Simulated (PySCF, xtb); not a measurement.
C3H3BFNO, SMILES FB1N=CC=CO1.

Coordinates come from a B3LYP-D3(BJ)/def2-SVP optimisation. This is a generated structure with no PubChem entry under its InChIKey; it may be hypothetical.

These are C-PCM-ωB97X/def2-SVP (PySCF 2.14.0) values and carry that method's errors.

The values are the electrostatic part of the solvation free energy, E(continuum) − E(gas) at the gas-phase geometry, in a cavity of scaled van der Waals radii (PySCF's table); cavitation and dispersion terms are not included. In vacuum the orbital gap is 10.27 eV. The dipole moment in vacuum is 4.08 D.

```tsv
solvent	ε	ΔG(elec) (kcal/mol)	dipole (D)	gap (eV)
water	78.36	-6.4	5.27	10.47
ethanol	24.85	-6.2	5.23	10.47
dichloromethane	8.93	-5.7	5.12	10.47
```

For comparison, GFN2-xTB/ALPB(water) (xtb, at the GFN2-xTB geometry, all terms of that model) gives -4.5 kcal/mol.
